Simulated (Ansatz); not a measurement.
Ansatz results at the PBE0-D4/def2-TZVP geometry: HOMO energy (PBE/def2-TZVPP) -6.72 eV; size of the dipole moment (ωB97M-V/def2-TZVPP) 1.92 D; zero-point energy (PBE0-D4/def2-TZVP) 204.6 kJ/mol.

Each molecule was computed in one conformer, which needn't be the lowest.

(1) Which molecule gave them?
A. `CO[SiH]([SiH3])Cl`
B. `C[Si](O)([SiH3])Cl`
C. `C[SiH](F)S`
D. `O[Si](F)(Br)Br`

Answers

(1) B. The others give `CO[SiH]([SiH3])Cl`: -6.87, 1.42, 205.1; `O[Si](F)(Br)Br`: -7.48, 1.68, 52.4; `C[SiH](F)S`: -6.53, 2.00, 153.0.
